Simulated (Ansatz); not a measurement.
Spectroscopic constants of ZrC, multiplicity 3 (lowest of 2S+1 = 1, 3, 5, 7 at CCSD(T)/def2-TZVPP on PBE0 minima; our sources give no spin for the ground state, which may be another). No spin–orbit coupling. The T1 diagnostic near the minimum is 0.054, so single-reference values are doubtful.

The constants come from a fifth-degree fit in 1/R (seven points, main isotopes). In def2 and cc sets the state is the lowest found near the PBE0 minimum, followed along R.

The values were computed with Ansatz (a quantum-chemistry and plane-wave program). Each number belongs to the level named beside it. In def2 rows elements past Kr take small-core potentials, without spin–orbit coupling.

Energies at CAM-B3LYP/def2-TZVPP:

| R (Å) | E (hartree) |
|---|---|
| 1.654375 | -84.84973735 |
| 1.698847 | -84.85718512 |
| 1.739762 | -84.86081482 |
| 1.786013 | -84.86176476 |
| 1.832265 | -84.85990532 |
| 1.885632 | -84.85490881 |
| 1.947893 | -84.84605684 |

Problem. With a reduced mass of 10.5869 u, find the minimum, the force constant and the constants.

Solution. A fifth-degree polynomial in 1/R puts the minimum at r_e = 1.7772 Å with force constant 592 N/m. Then ω_e = (1/2πc)√(k/μ) = 974 cm⁻¹ and B_e = h/(8π²cμr_e²) = 0.5041 cm⁻¹; the cubic and quartic terms give α_e = 0.0021 and ω_e x_e = 3.1 cm⁻¹.
